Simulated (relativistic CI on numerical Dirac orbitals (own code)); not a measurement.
**d3 in a ligand field**

Computed with a parametric ligand-field model of a d^n configuration (Racah B and C, spin-orbit zeta, crystal field), exact diagonalisation.

Field parameters in Wybourne normalisation: Oh B⁴₀ = 21Dq, B⁴₄ = √(5/14) B⁴₀. The field is a parameter set, without covalency, and values of 10Dq over about 45,000 cm⁻¹ lie beyond real compounds.

B = 1040 cm⁻¹, C = 3720 cm⁻¹ (C/B = 3.58), Oh, no spin-orbit coupling. Tanabe-Sugano data, E/B above the lowest term (Δ = |10Dq|; b, c mark the second and third term of a kind):

```tsv
Δ/B	4A2	4T2	4T1	2E	2T1	2T2
1.0	0.00	1.00	1.79	15.62	15.70	16.07
5.0	0.00	5.00	8.68	16.84	17.59	20.62
9.0	0.00	9.00	15.00	17.28	18.22	23.43
13.0	0.00	13.00	20.68	17.56	18.55	24.98
17.0	0.00	17.00	25.79	17.76	18.75	26.07
21.0	0.00	21.00	30.51	17.93	18.89	26.92
25.0	0.00	25.00	35.00	18.06	19.00	27.59
29.0	0.00	29.00	39.34	18.18	19.08	28.14
33.0	0.00	33.00	43.58	18.28	19.14	28.59
37.0	0.00	37.00	47.77	18.37	19.20	28.97
41.0	0.00	41.00	51.91	18.45	19.24	29.29
45.0	0.00	45.00	56.03	18.52	19.28	29.56
```

The ground term stays 4A2.
